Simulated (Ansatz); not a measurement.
The same path of a periodic cell of 17 atoms, Be16H (host Be, host structure hcp, interstitial H) was run twice with different band settings.

The calculation used DFT PBE, scalar-relativistic, plane waves, PAW in Ansatz 0.2.0. Settings: cutoff 420 eV, k mesh 4x4x3, gaussian smearing 0.1 eV, no spin polarisation.

Relaxed end points:

```xyz
17
Lattice="-2.2900 -3.9664 0.0000 3.4350 -1.9832 0.0000 0.0000 0.0000 7.1769" Properties=species:S:1:pos:R:3
Be -0.019 -3.958 -0.020
Be 0.037 -2.618 1.767
Be 0.027 -3.984 3.618
Be 0.009 -2.642 5.384
Be -1.146 -1.975 0.002
Be 2.274 -2.638 1.786
Be -1.139 -1.940 3.617
Be 2.277 -2.639 5.403
Be 1.158 -1.993 -0.019
Be 1.140 -0.710 1.767
Be 1.161 -1.995 3.599
Be 1.145 -0.673 5.384
Be -0.009 -0.007 0.002
Be 1.117 -4.613 1.766
Be -0.037 -0.030 3.618
Be 1.163 -4.640 5.405
H -1.147 -3.310 2.691
```

```xyz
17
Lattice="-2.2900 -3.9664 0.0000 3.4350 -1.9832 0.0000 0.0000 0.0000 7.1769" Properties=species:S:1:pos:R:3
Be 0.026 -3.982 -0.030
Be 0.038 -2.617 1.821
Be -0.016 -3.956 3.609
Be 0.008 -2.639 5.383
Be -1.139 -1.938 -0.028
Be 2.274 -2.633 1.804
Be -1.144 -1.973 3.585
Be 2.278 -2.637 5.363
Be 1.164 -1.992 -0.010
Be 1.139 -0.708 1.821
Be 1.159 -1.991 3.608
Be 1.145 -0.670 5.383
Be -0.035 -0.029 -0.027
Be 1.114 -4.610 1.823
Be -0.008 -0.004 3.585
Be 1.160 -4.636 5.360
H -1.143 -3.288 0.886
```

Common settings: climbing image yes; spring 5.0 eV/Å²; end points relaxed.

| run | movable images | optimiser | start path | force threshold | iteration limit |
| --- | --- | --- | --- | --- | --- |
| 1 | 5 | fire | IDPP | 0.05 eV/Å | 51 |
| 2 | 3 | quadratic models (default) | default | 0.2 eV/Å | 50 |

Problem. What does each run give, and how far can it be trusted?

Solution. Run 1: converged after 27 iterations, highest image 0.411 eV above the first end. By the program's own check the climbing image is of a kind that is not told: the force calls were inconclusive, a negative curvature could not be distinguished from the path's own, the only one lies far off the path, or fixed occupations may fill a level only in part (lowest curvatures found: -2.70 and 2.12 eV/Å²).
Run 2: converged after 3 iterations, highest image 0.412 eV above the first end. The threshold of 0.2 eV/Å is loose, so the images may lie well off the minimum-energy path. The order of the stationary point at the top wasn't checked.
Limits of this set-up: coarse k mesh, odd electron count without spin.
